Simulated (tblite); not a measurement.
C5H7Cl3Si.
SMILES: `ClC(Cl)(Cl)[C@H]1C=CC[SiH2]1`

Level: GFN2-xTB in tblite, geometry and Hessian alike; calculated harmonic values, unscaled, isolated species. This tight-binding method is rough: wavenumbers can miss measured ones by several per cent, in bad cases by 10 to 20. Modes of hydrogen on silicon can be 10 to 20 % off.

Harmonic wavenumbers (cm⁻¹): 39.2, 73.7, 122.5, 151.8, 198.1, 217.4, 260.3, 294.3, 322.2, 388.2, 451.2, 471.2, 521.2, 586.0, 632.1, 655.3, 668.3, 680.0, 738.6, 747.2, 777.1, 807.4, 826.7, 902.9, 990.8, 1031.2, 1070.0, 1092.9, 1124.2, 1194.5, 1236.8, 1242.7, 1307.8, 1452.0, 1711.4, 2269.1, 2332.1, 2942.1, 2966.2, 2992.1, 3073.8, 3092.1.

A = 1299, B = 727.1, C = 622.9 MHz; mass 199.938 u (most abundant isotopes); point group C1, symmetry number 1.

Problem. Zero-point energy?

Solution. Half the sum of the wavenumbers: 22327 cm⁻¹ = 63.84 kcal/mol.

Problem. Entropy at 500 K, 1 bar (ideal gas, RRHO, classical rotation)?

Solution. Translation 44.38, rotation 32.22, vibration 51.55: S = 128.1 cal/(mol K).

Problem. And Cp and H(500 K) − H(0)?

Solution. Cp = 56.61 cal/(mol K), of which vibrations give 48.66 (their classical limit is 42 R = 83.5); H(500 K) − H(0) = 17.23 kcal/mol without the zero-point energy, 13.26 from vibrations.

Problem. Blend soft modes into free rotors: weight 1/[1 + (100 cm⁻¹/ν̃)⁴] for the oscillator and the rest for a rotor with moment μB/(μ + B), μ = h/(8π²ν), B = 10⁻⁴⁴ kg m². What vibrational entropy results?

Solution. 48.06 cal/(mol K) in place of 51.55, which changes −T·S at 500 K by +1.75 kcal/mol.

Problem. What must be added to the electronic energy to get the Gibbs energy at 500 K and 1 bar?

Solution. ZPE + [H(500 K) − H(0)] − T·S = 63.84 + 17.23 − 64.07 = 17.00 kcal/mol.

Problem. How do the functions run with temperature in this model?

Solution. 
```tsv
T (K)	S (cal/(mol K))	Cp (cal/(mol K))	H − H(0) (kcal/mol)	G − H(0) (kcal/mol)	ln q(vib)
100	72.2	18.9	1.29	-5.93	1.73
200	88.8	30.3	3.75	-14.01	4.38
300	103.2	41.1	7.33	-23.63	7.13
800	157.8	69.3	36.33	-89.94	20.15
1000	173.9	74.5	50.75	-123.15	24.65
```

q(vib) and H(0) count from the zero-point level.

Hindered rotation and anharmonicity are outside this model. The structure is chiral; the term R ln 2 for an equal mix with its mirror image is left out.
